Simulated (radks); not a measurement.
Results of a calculation; reference values are marked as such.
Q: Radial electron density D(r) = 4 pi r^2 rho(r) of an atom or ion with 33 electrons. Level of theory: scalar-relativistic Kohn-Sham, OLYP, spin-unpolarised, spherical densities, point nucleus (a radial shooting solver on a logarithmic mesh with Libxc functionals).

```
   r/bohr * D(r) (the largest magnitude, 49.7, reaches the edge; | marks zero)
 0.004231 |     *
 0.004926 |      *
 0.005735 |        *
 0.006676 |           *
 0.007772 |              *
 0.009048 |                 *
  0.01053 |                     *
  0.01226 |                         *
  0.01428 |                              *
  0.01662 |                                   *
  0.01935 |                                       *
  0.02252 |                                          *
  0.02601 |                                             *
  0.03028 |                                              *
  0.03525 |                                             *
  0.04104 |                                           *
  0.04778 |                                        *
  0.05562 |                                      *
  0.06475 |                                     *
  0.07538 |                                      *
  0.08775 |                                          *
   0.1022 |                                               *
   0.1189 |                                                    *
   0.1385 |                                                      *
   0.1612 |                                                    *
   0.1861 |                                              *
   0.2167 |                                      *
   0.2523 |                               *
   0.2937 |                            *
   0.3419 |                              *
    0.398 |                                 *
   0.4634 |                                    *
   0.5394 |                                  *
    0.628 |                            *
   0.7311 |                    *
   0.8511 |             *
   0.9908 |        *
    1.153 |     *
    1.332 |    *
    1.551 |   *
    1.805 |  *
    2.102 |  *
    2.447 | *
    2.848 |*
    3.316 |*
     3.86 *
    4.494 *
    5.232 *
    6.091 *
    7.091 *
    8.189 *
    9.533 *
     11.1 *
    12.92 *
```

What is the nuclear charge?

A: Z = 34. The innermost maximum, from 1s, lies near gamma/Z bohr with gamma = sqrt(1 - (Z/c)^2) = 0.969, here 0.0285 bohr (found: 0.0308), and its height grows with Z. The density is that of the selenium ion Se+ in [Ar] 3d10 4s2 4p2.75 4d0.25; the configuration itself is not fixed sharply by these data, and Z only to about a unit. D(r) has 3 maxima, at r = 0.0308, 0.138, 0.471 bohr, and minima at 0.0648, 0.298 bohr, inside which lie 2.08, 11.03 electrons.
